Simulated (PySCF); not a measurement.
**Potential energy of CeB along the bond**

Set-up: Ce x2c-SVPall, B x2c-SVPall; spin-free X2C with a Gaussian nucleus (PySCF 2.14). Energies in eV from Ce (4f1 5d1 6s2) + B in their ground configurations at the same level. State: sextet, about 1.2 electrons in the 4f shell (Mulliken), real f orbitals that mix terms.

All columns are PBE0. A positive dipole means Ce(−)B(+).

| R (Å) | E (eV) | μ (D) | Mulliken charge on Ce (basis-dependent) | HOMO (eV) | LUMO (eV) | Mayer bond order | ⟨S²⟩ |
| --- | --- | --- | --- | --- | --- | --- | --- |
| 1.966 | -2.394 | -2.61 | 0.21 | -3.86 | -2.35 | 2.13 | 8.75 |
| 2.057 | -2.849 | -3.06 | 0.22 | -3.95 | -2.14 | 2.08 | 8.75 |
| 2.149 | -3.109 | -3.49 | 0.23 | -4.03 | -1.97 | 2.05 | 8.75 |
| 2.217 | -3.203 | -3.79 | 0.23 | -4.08 | -1.87 | 2.02 | 8.75 |
| 2.286 | -3.229 | -4.07 | 0.23 | -4.13 | -1.83 | 2.00 | 8.75 |
| 2.355 | -3.201 | -4.32 | 0.23 | -4.17 | -1.88 | 1.98 | 8.75 |
| 2.446 | -3.098 | -4.61 | 0.23 | -4.21 | -1.94 | 1.95 | 8.75 |
| 2.560 | -2.897 | -4.93 | 0.24 | -4.23 | -1.99 | 1.90 | 8.75 |
| 2.697 | -2.594 | -5.24 | 0.24 | -4.24 | -2.02 | 1.84 | 8.75 |
| 2.880 | -2.148 | -5.52 | 0.24 | -4.22 | -2.01 | 1.75 | 8.75 |

A fit through these points gives, at Re = 2.282 Å, μ = -4.05 D and dμ/dR = -3.83 D/Å; the reduced mass is 10.21 u.

Q: How strong is the fundamental in the double-harmonic approximation, I = 42.26·(dμ/dR)²/μred km/mol?

A: I = 42.26·(-3.83)²/10.21 = 60.7 km/mol at PBE0.

These are scalar-relativistic numbers at best; spin–orbit coupling would shift them, the dissociation energy most. With d or f electrons several states lie close, and the lowest PBE0 determinant need not be the measured ground state.
